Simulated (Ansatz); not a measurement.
The Zn1–Br3 bond of BrHZn (SMILES [ZnH][Br]) is stretched (multiplicity 1, the rest rigid).
Geometry at rest (charge 0, multiplicity 1):
```xyz
3

Zn     0.000     0.000    -1.174
H      0.000     0.000    -2.698
Br     0.000     0.000     1.084
```

Frozen-core correlation. Filled d and f shells under p-block atoms count as core.

The values were computed with Ansatz (Gaussian basis) for Hartree–Fock, density functionals and correlated methods. Each number belongs to the level named beside it.

Energies above the point at 2.258 Å (the B3LYP-D3(BJ) bond length), FIC-MRCISD+Q on CASSCF(6,4)/def2-TZVPP (kcal/mol): 9.90 at 2.032 Å; 5.89 at 2.484 Å; 97.01 at 7.225 Å.

Take the last value as the depth D of a Morse curve D(1 − e^(−a(R − R₀)))², fit a and R₀ to the two near points, and test it at 3.048 and 3.951 Å.


With D = 97.0, both near points (counted from the curve's value at 2.258 Å) are met by a = 1.24 Å⁻¹ and R₀ = 2.255 Å, so k = 2Da² = 298 kcal/(mol Å²). The curve then gives 38.0 and 74.8 kcal/mol; the level itself gives 37.6 and 78.4, so Morse is off by 0.4 and -3.6.

Doubts at one or more of the structures used: active orbitals that take no part (FIC-MRCISD+Q on CASSCF(6,4)/def2-TZVPP).

Ansatz is an electronic-structure program.
